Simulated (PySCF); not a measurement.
Re(OH)3 (H3O3Re), SMILES [OH][Re]([OH])[OH] (connectivity only; charge and spin as stated), neutral, multiplicity 3. Atoms are numbered in the order given.

```xyz
7

Re     0.0094     0.0020     0.0000
O      0.0830     0.9233    -1.6249
H     -0.7719     1.1603    -2.0255
O      0.0830     0.9233     1.6249
H     -0.7719     1.1603     2.0255
O     -0.1472    -1.8611     0.0000
H      0.6907    -2.3567     0.0000
```
Charge 0, spin multiplicity 3.

Coordinates come from a B3LYP-D3(BJ)/def2-SVP optimisation. The spin state was assumed, not searched. The def2 effective core potentials stand for the cores of Re; spin–orbit coupling is left out. The values are those of a single conformer.

Computed with TDA-B3LYP/def2-SVPD (PySCF).

Vertical excitations. The molecule is in vacuum.

```csv
state,energy (eV),λ (nm),f,main pairs
root 1,0.87,1418,0.000,β HOMO→LUMO 98 %
root 2,0.88,1407,0.000,β HOMO→LUMO+1 98 %
root 3,2.58,480,0.000,"α HOMO→LUMO 34 %, β HOMO→LUMO+2 61 %"
root 4,2.62,474,0.000,"α HOMO→LUMO+1 32 %, α HOMO−2→LUMO+1 7 %, β HOMO→LUMO+3 58 %"
root 5,2.72,455,0.000,"α HOMO−2→LUMO 50 %, α HOMO−1→LUMO+1 46 %"
root 6,2.73,455,0.001,"α HOMO−1→LUMO 54 %, α HOMO−2→LUMO+1 36 %, β HOMO→LUMO+3 5 %"
root 7,2.98,416,0.003,"α HOMO→LUMO 63 %, β HOMO→LUMO+2 32 %"
root 8,3.01,412,0.003,"α HOMO→LUMO+1 56 %, α HOMO−2→LUMO+1 10 %, α HOMO−1→LUMO 9 %, β HOMO→LUMO+3 25 %"
root 9,3.08,402,0.001,"α HOMO−2→LUMO+1 44 %, α HOMO−1→LUMO 33 %, α HOMO→LUMO+1 9 %, β HOMO→LUMO+3 11 %"
root 10,3.09,401,0.000,"α HOMO−1→LUMO+1 49 %, α HOMO−2→LUMO 42 %"
```
Unrestricted roots are not spin-pure.
